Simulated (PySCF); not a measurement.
# CoO⁻: one state, many levels of theory

State: ⁵Δ (quintet), unpaired electrons σ ↑, π ↑↑, δ ↑. Set-up: Co def2-TZVPPD, O def2-TZVPPD; no relativity (PySCF 2.14). De refers to Co (3d7 4s2) + O⁻ in their high-spin ground configurations, without counterpoise correction. The functionals are run spin-unrestricted. A positive dipole points towards O; it is taken about the centre of mass and depends on that origin.

| Level | Re (Å) | ωe (cm⁻¹) | De (eV) | μ (D) | CPU s a point (SCF and correlation, without the integrals) |
| --- | --- | --- | --- | --- | --- |
| ROHF-MP2 | 1.689 | 711 | n/a | n/a | 6.5 |
| ROHF-SCS-MP2 | 1.707 | 708 | n/a | n/a | n/a |
| PBE | 1.686 | 784 | n/a | -0.34 | 3.2 |
| PBEsol | 1.669 | 813 | n/a | -0.16 | 2.3 |
| PW91 | 1.685 | 786 | n/a | -0.42 | 1.8 |
| BLYP | 1.702 | 758 | n/a | -0.52 | 2 |
| r²SCAN | 1.672 | 826 | n/a | -0.70 | 5.4 |
| r²SCANh | 1.668 | 835 | n/a | -1.06 | 5 |
| B3LYP | 1.681 | 805 | n/a | -1.16 | 4.4 |
| PBE0 | 1.669 | 824 | n/a | -1.24 | 4.8 |
| LC-ωPBE | 1.655 | 878 | n/a | -1.23 | 4.5 |

The bond length runs from 1.655 Å (LC-ωPBE) to 1.707 Å (ROHF-SCS-MP2).

Correlated steps freeze 6 core orbitals. De is left out where the level can put another filling of the metal’s s and d shells below the measured ground configuration, by anything from nothing to about 1 eV. Counting both spins, an empty level lies below a filled one in some of these solutions, because spin and occupation are held. The highest Kohn–Sham level is positive in this anion. Much of that is self-interaction error, but it also means that the finite basis helps to hold the extra electron. The state is the lowest single determinant that the PBE0 search found; with open d or f shells the true ground state can be another one.

The whole job (state search and all levels along the bond) took about 9.6 min on 2 threads of Arm Neoverse V2 (shared host), peak memory 3.1 GiB.
